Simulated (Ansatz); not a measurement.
`[SiH3][Al]1[NH][GeH2]1` → Al• + Ge• + 6 H• + N• + Si•  (atomization)

Calculated with Ansatz (gas phase, PBE0-D4/def2-TZVP geometries, no zero-point term in ΔE). CBS: MP2 limit from def2 TZ/QZ plus the TZ coupled-cluster correction, frozen cores. This one scheme is used for every species, atoms too. For atomizations the MP2-based limit and the directly extrapolated one differ by several kJ/mol either way, and by 10 to 25 for some Ge, Se and Sn compounds, so smaller differences from it don't rank the levels. DFT in def2-TZVPP. Open shells (•) are unrestricted, without spin–orbit coupling. Spin–orbit coupling would lower the free atoms: a little for Al, Si; clearly for Ge. For Ge outer-core shells are correlated without core-valence functions, so the limit isn't a true one: a few kJ/mol of doubt a bond, and 10 to 20 or more in all where bonds break to atoms. Scalar relativity is left out up to krypton.

`[SiH3][Al]1[NH][GeH2]1`:

Cartesian coordinates in Å:
```
Si 0.424 2.116 -1.251
Al -0.092 0.035 -0.071
N 0.638 -1.123 1.020
Ge -1.095 -1.910 0.828
H 1.881 2.418 -1.207
H 0.001 2.017 -2.675
H -0.314 3.248 -0.625
H 1.420 -1.446 1.566
H -1.023 -3.337 0.234
H -1.839 -2.018 2.180
```

Problem. What is ΔE at CCSD(T)/CBS? (An estimate is asked.)

Solution. Computed: +2820.8 kJ/mol.

Problem. What do these levels give: PBE-D4, r2SCAN-D4, PBE0-D4, r2SCANh-D4, r2SCAN0-D4, PBE, revPBE, PBE0, HF/def2-SVP, CCSD/def2-SVP, MP2/def2-TZVPP, CCSD/def2-TZVPP? (Estimate.)

Solution. The calculation gave: PBE-D4 2814.0, r2SCAN-D4 2816.2, PBE0-D4 2777.8, r2SCANh-D4 2797.6, r2SCAN0-D4 2771.6, PBE 2793.6, revPBE 2698.9, PBE0 2760.2, HF/def2-SVP 1931.2, CCSD/def2-SVP 2555.1, MP2/def2-TZVPP 2733.6, CCSD/def2-TZVPP 2693.7 kJ/mol.

Largest T1 diagnostic among the species: 0.018.

From BLYP to BHLYP (50 % exact exchange), in def2-TZVPP and without D4, ΔE moves by −31.5 kJ/mol: exact exchange takes away binding that semilocal exchange gives to molecules. The D4 term adds +33.4 kJ/mol with B3LYP and +17.6 kJ/mol with PBE0; it sums over pairs of atoms, weighted by their polarisabilities, and B3LYP, whose exchange is more repulsive, gets the larger term.

B3LYP here is the variant with VWN-RPA as its local correlation; programs differ in this.
